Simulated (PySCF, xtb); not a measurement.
trimethylsulfonium (C3H9S), SMILES C[S+](C)C, charge +1.

xtb with GFN2-xTB at its own geometry gives an orbital gap of 6.32 eV.

Geometry optimised at B3LYP-D3(BJ)/def2-SVP.

Q: What does PBE/def2-TZVP (PySCF) give? (Estimate from the structure and the level; the computed values follow.)

A: gap 7.12 eV (levels -12.95 and -5.82 eV).
